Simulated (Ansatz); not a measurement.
**Question.** Name a neutral molecule of C, Cl, S, Si and H with size of the dipole moment (ωB97M-V/def2-TZVPP) between 1.85 and 2.15 D and LUMO energy (PBE0/def2-TZVPP) between -1.25 and -0.95 eV (Ansatz, PBE0-D4/def2-TZVP geometry).

**Answer.** `C=C(Cl)[SiH2]S` (2.09 D, -1.02 eV). Other molecules can fit too; these were computed, each in one conformer that needn't be the lowest.
